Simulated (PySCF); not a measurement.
A geometry optimisation on `FC=C=C=C=CF`.

Method: PBE0-D3(BJ)/def2-TZVP geometry optimisation, gas phase (PySCF 2.14.0). Start geometry: GFN2-xTB. A driver script takes a list of jobs; this job's settings line and coordinates (Å) are shown.

Input:
```
{"job": {"xc": "PBE0", "basis": "def2-TZVP", "d3": "d3bj", "grid": 2, "kind": "geom"}, "charge": 0, "multiplicity": 1}
F      3.083331     1.604843    -0.252857
C      2.532919     0.387231    -0.107710
C      1.253719     0.171066    -0.255277
C      0.006550    -0.020788    -0.389415
C     -1.233645    -0.240826    -0.543740
C     -2.513838    -0.451000    -0.690851
F     -3.384321    -0.367829     0.329863
H      3.267262    -0.367974     0.139233
H     -2.998415    -0.708730    -1.623295
```

Output:
```
step   0  E = -391.00466362  max force = 0.006189
step   1  E = -391.00040630  max force = 0.014239
step   2  E = -391.00198345  max force = 0.011276
step   3  E = -391.00375044  max force = 0.010643
step   4  E = -391.00436525  max force = 0.003988
step   5  E = -391.00444957  max force = 0.007338
step   6  E = -391.00492033  max force = 0.001256
step   7  E = -391.00496224  max force = 0.000940
step   8  E = -391.00498500  max force = 0.000579
step   9  E = -391.00498828  max force = 0.000391
optimisation converged
```

Energies in Eh; «max force» is the largest Cartesian gradient component in Eh/bohr.

Question: How much energy does the optimisation release, in kJ/mol?

Answer: E(step 0) − E(last step) = 0.000325 Eh, which is 0.9 kJ/mol.

Question: At which steps does the energy rise by more than 1e-5 Eh?

Answer: At step 1 (+4.26 mEh).

Summary of the converged run: final energy -391.00499 Eh after 9 steps; dipole 1.64 D.

Question: Where do the atoms end?

Answer: 0.036 Å rms from the input after alignment:
```
atom  x, y, z in Å
F1     3.2225   -1.1556   -1.0919
C2     2.2142   -1.2934   -0.2288
C3     1.0972   -0.6260   -0.3417
C4    -0.0104   -0.0047   -0.3856
C5    -1.1098    0.6303   -0.4351
C6    -2.2617    1.2397   -0.5213
F7    -2.4953    2.4158    0.0642
H8     2.4312   -2.0093    0.5565
H9    -3.1240    0.8631   -1.0609
```

Question: How long does this job take on one thread of an AMD EPYC 9R45, no GPU, shared host with 96 logical CPUs at a one-minute load of 47? And the peak memory of the process?

Answer: About 86 s, with 0.98 GiB resident at the peak, the Python interpreter and its libraries included.
Labels such as C1 count atoms from 1, the log's own numbers from 0.
